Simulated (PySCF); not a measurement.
Species: hexahydropyrrolizine, C7H13N.
Atom-mapped SMILES: `[CH2:1]1[CH2:2][CH:3]2[CH2:4][CH2:5][CH2:6][N:7]2[CH2:8]1` (hydrogens: H9, H10 on C1; H11, H12 on C2; H13 on C3; H14, H15 on C4; H16, H17 on C5; H18, H19 on C6; H20, H21 on C8)

Computed, not measured: PBE0-D3(BJ)/def2-SVP geometry optimisation, gas phase (PySCF 2.14.0).

Question: Give the optimised bond lengths and angles.

Answer: 
```
          bond  length (Å)   order
  C1–C2, C4–C5       1.525  single
  C2–C3, C3–C4       1.534  single
  C6–N7, N7–C8       1.453  single
  C1–C8, C5–C6       1.526  single
         C3–N7       1.476  single
 C1–H9, C5–H16       1.102  single
C1–H10, C5–H17       1.102  single
C2–H11, C4–H14       1.103  single
C2–H12, C4–H15       1.101  single
        C3–H13       1.106  single
C6–H18, C8–H21       1.105  single
        C6–H19       1.101  single
        C8–H20       1.113  single
```

Bonds in one row agree within 0.01 Å and their mean is given. Orders are formal, as drawn. A selection of angles:
```
   angle  degrees
C2–C1–C8    101.9
C1–C2–C3    102.6
C2–C3–C4    116.1
C2–C3–N7    104.8
C5–C6–N7    105.1
C6–N7–C8    117.1
C3–N7–C6    108.9
C1–C8–N7    104.3
```

Dihedral angles: C8–C1–C2–C3 -40° (synclinal); C1–C2–C3–C4 145° (anticlinal); C2–C3–C4–C5 -93° (anticlinal); C3–C4–C5–C6 -36° (synclinal); C4–C5–C6–N7 37° (synclinal); C5–C6–N7–C8 101° (anticlinal); C6–N7–C8–C1 -144° (anticlinal); C2–C1–C8–N7 37° (synclinal); C2–C3–N7–C6 124° (anticlinal). The mirror-image conformer, all signs reversed, is as good.

The 5-membered ring C1–C2–C3–N7–C8 has internal angles of 101.9° to 109.8° (sum 523°, against 540° for a flat polygon); it is puckered, 0.18 Å rms from its mean plane, widest ring torsion 40°. Of the pairs four or more bonds apart, H19···H20 is among the closest relative to their van der Waals radii: 2.33 Å, 97 % of the sum of Bondi's values. The 5-membered ring C3–C4–C5–C6–N7 has internal angles of 101.6° to 108.9°; it is puckered, 0.17 Å rms from its mean plane, widest ring torsion 37°. N7 (tertiary amine nitrogen) is pyramidal (angles 117.1°, 109.8° and 108.9°, sum 335.8°, 0.42 Å off the plane of its three neighbours). The C–N distances run from 1.452 Å (C6–N7, drawn single) to 1.476 Å (C3–N7, drawn single), a spread of 0.024 Å.

Point group: C1 (no symmetry element, even within 0.4 Å). PBE0-D3(BJ)/def2-SVP frequencies: not computed here. The numbers are those of one conformer.
